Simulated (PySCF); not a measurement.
Job file and geometry (Å, from GFN2-xTB) of a spin–spin coupling run on SMILES B[C@@H]1C=C(F)C1, C$_{4}$H$_{6}$BF, B3LYP/pcJ-1 indirect spin-spin coupling, non-relativistic, gas phase (PySCF); density fitting, a coarse starting grid and PySCF grid level 2 are the driver's defaults:

```
$ OMP_NUM_THREADS=1 python probes_run.py task.json out

{"job": {"kind": "j", "xc": "B3LYP", "basis": "pcJ-1"}, "charge": 0, "multiplicity": 1}
B     -1.699986     0.205714     0.438997
C     -0.446098    -0.543516    -0.117337
C      0.656839    -0.384357     0.933524
C      1.439864     0.264157     0.083562
F      2.661419     0.806549     0.181345
C      0.523013     0.197913    -1.089625
H     -1.819787     1.355866     0.276664
H     -2.481750    -0.380718     1.079361
H     -0.598564    -1.588686    -0.390112
H      0.718739    -0.679675     1.962219
H      0.166177     1.154485    -1.464971
H      0.881333    -0.408418    -1.919656
```

Q: What does the program print?

A: 
```
coarse grid: 10240 points
cycle   1  E = -280.5530574446  dE =  7.346e-01  |g| = 5.175e-01  |ddm| = 2.952e+00
cycle   2  E = -280.5165783658  dE =  3.648e-02  |g| = 6.898e-01  |ddm| = 8.549e-01
cycle   3  E = -280.6025684810  dE = -8.599e-02  |g| = 9.943e-02  |ddm| = 4.980e-01
cycle   4  E = -280.6042517979  dE = -1.683e-03  |g| = 5.812e-02  |ddm| = 1.231e-01
cycle   5  E = -280.6050209029  dE = -7.691e-04  |g| = 1.148e-02  |ddm| = 5.048e-02
cycle   6  E = -280.6050422611  dE = -2.136e-05  |g| = 5.066e-03  |ddm| = 1.136e-02
cycle   7  E = -280.6050474222  dE = -5.161e-06  |g| = 8.347e-04  |ddm| = 4.202e-03
final grid: 99880 points
cycle   8  E = -280.6545986655  dE = -1.216e-04  |g| = 7.241e-03  |ddm| = 1.892e-02
cycle   9  E = -280.6545847705  dE =  1.390e-05  |g| = 1.108e-02  |ddm| = 1.316e-02
cycle  10  E = -280.6546097822  dE = -2.501e-05  |g| = 1.175e-03  |ddm| = 8.181e-03
cycle  11  E = -280.6546099261  dE = -1.439e-07  |g| = 6.901e-04  |ddm| = 1.465e-03
cycle  12  E = -280.6546100160  dE = -8.983e-08  |g| = 1.661e-04  |ddm| = 5.913e-04
cycle  13  E = -280.6546100222  dE = -6.271e-09  |g| = 3.626e-05  |ddm| = 1.376e-04
cycle  14  E = -280.6546100225  dE = -2.987e-10  |g| = 5.932e-06  |ddm| = 2.879e-05
converged SCF energy = -280.6546100225

Indirect spin-spin couplings (Hz)
  i      j    bonds     total        FC       PSO       DSO        SD
  0 B    1 C    1     53.080    55.117    -2.497     0.206     0.254
  0 B    2 C    2     -3.038    -2.752    -0.118     0.037    -0.205
  0 B    3 C    3      4.957     5.021    -0.100    -0.036     0.073
  0 B    4 F    4      6.541     6.603     0.272    -0.328    -0.006
  0 B    5 C    2     -0.781    -0.524    -0.230    -0.017    -0.010
  0 B    6 H    1    133.654   134.630    -1.960     0.441     0.542
  0 B    7 H    1    131.187   132.121    -1.882     0.399     0.549
  0 B    8 H    2     -1.809    -1.412    -0.086    -0.383     0.072
  0 B    9 H    3      1.226     1.173     0.169    -0.134     0.018
  0 B   10 H    3      3.186     3.439    -0.273     0.056    -0.036
  0 B   11 H    3      1.996     2.081     0.404    -0.490     0.001
  1 C    2 C    1     22.291    22.690    -0.630     0.231         -
  1 C    3 C    2     -2.356    -2.818     0.382     0.080         -
  1 C    4 F    3     10.132    15.551    -5.773    -0.412     0.766
  1 C    5 C    1     26.673    25.566     0.884     0.224         -
  1 C    6 H    2      3.063     3.452    -0.309    -0.080         -
  1 C    7 H    2      5.692     6.110    -0.341    -0.077         -
  1 C    8 H    1    144.235   142.571     0.714     0.949         -
  1 C    9 H    2      4.569     4.560     0.403    -0.394         -
  1 C   10 H    2     -2.735    -2.951     0.375    -0.159         -
  1 C   11 H    2     -3.123    -3.328     0.364    -0.159         -
  2 C    3 C    1     77.113    85.353    -8.527     0.288         -
  2 C    4 F    2    -10.248    11.906   -31.762    -0.346     9.953
  2 C    5 C    2     -1.170    -1.186     0.004     0.012         -
  2 C    6 H    3     -0.198    -0.205     0.067    -0.059         -
  2 C    7 H    3     -0.061    -0.051     0.041    -0.051         -
  2 C    8 H    2     -8.936    -9.079     0.256    -0.113         -
  2 C    9 H    1    186.383   185.688    -0.171     0.865         -
  2 C   10 H    3      8.993     9.087     0.354    -0.448         -
  2 C   11 H    3      4.538     4.646     0.317    -0.425         -
  3 C    4 F    1   -427.867  -402.531   -23.691     0.838    -2.483
  3 C    5 C    1     40.919    42.244    -1.613     0.288         -
  3 C    6 H    4     -0.671    -0.605    -0.069     0.002         -
  3 C    7 H    4     -1.231    -1.148     0.169    -0.252         -
  3 C    8 H    3     10.382    10.532     0.132    -0.282         -
  3 C    9 H    2     -2.285    -1.153    -0.640    -0.492         -
  3 C   10 H    2     -9.364    -9.433     0.121    -0.051         -
  3 C   11 H    2    -10.269   -10.362     0.141    -0.048         -
  4 F    5 C    2     14.208    13.755    -2.529    -0.226     3.208
  4 F    6 H    5     -0.425    -0.574     0.419    -0.607     0.338
  4 F    7 H    5      2.195     2.436     0.752    -0.983    -0.010
  4 F    8 H    4     14.889    16.627    -0.097    -1.548    -0.093
  4 F    9 H    3     -8.646    -2.421    -4.683    -1.099    -0.443
  4 F   10 H    3     -6.829    -8.035     1.677    -0.850     0.378
  4 F   11 H    3     -5.906    -7.336     1.901    -0.882     0.411
  5 C    6 H    3      6.462     6.480    -0.082     0.065         -
  5 C    7 H    3      8.147     8.200     0.254    -0.307         -
  5 C    8 H    2     -0.761    -0.914     0.294    -0.141         -
  5 C    9 H    3     11.065    11.123     0.569    -0.627         -
  5 C   10 H    1    145.960   144.492     0.580     0.888         -
  5 C   11 H    1    145.758   144.226     0.655     0.877         -
  6 H    7 H    2      4.452     4.711     1.887    -2.146         -
  6 H    8 H    3      6.873     7.057     1.876    -2.060         -
  6 H   10 H    4     -0.236    -0.274    -1.184     1.222         -
  6 H   11 H    4     -0.377    -0.315     1.204    -1.266         -
  7 H    8 H    3      4.516     4.601     0.245    -0.330         -
  7 H   11 H    4      0.179     0.250     1.254    -1.325         -
  8 H    9 H    3      2.031     2.105     1.225    -1.299         -
  8 H   10 H    3      1.694     1.763     2.205    -2.274         -
  8 H   11 H    3      4.306     4.345    -0.266     0.227         -
  9 H   10 H    4     -0.690    -0.576     2.091    -2.206         -
  9 H   11 H    4     -1.043    -0.920     2.046    -2.169         -
 10 H   11 H    2    -16.170   -16.321     2.547    -2.396         -
```

Size and cost of the density-fitted run: 222 basis functions, 41 s wall time on 1 thread of an Arm Neoverse V1, shared host; peak memory 0.91 GiB.
